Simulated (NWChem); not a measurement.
Molecule: bromine (Br2); SMILES BrBr

```xyz
2

Br     0.0000     0.0000     1.1492
Br     0.0000     0.0000    -1.1492
```
Atoms are numbered in this order, from 1.

Results from NWChem. Geometry: optimised at PBE0/def2-SVP. B3LYP is NWChem's, with the RPA form of VWN correlation.

Task: Taking B3LYP/cc-pVQZ as the yardstick, which of these has the fewest basis functions while keeping “highest occupied level (eV)” within 0.1 eV of it: B3LYP/aug-cc-pVDZ; B3LYP/aug-cc-pVTZ; B3LYP/cc-pVDZ; B3LYP/cc-pVTZ?

Result: B3LYP/aug-cc-pVDZ.
| level | basis functions | highest occupied level (eV) | relative time (rough) |
|---|---|---|---|
| B3LYP/cc-pVDZ | 54 | -7.72 | 1 |
| B3LYP/aug-cc-pVDZ | 72 | -7.92 | 1 |
| B3LYP/cc-pVTZ | 86 | -7.87 | 3 |
| B3LYP/aug-cc-pVTZ | 118 | -7.90 | 6 |
| B3LYP/cc-pVQZ | 136 | -7.88 | 9 |

The yardstick is one finite set, not the basis-set limit.
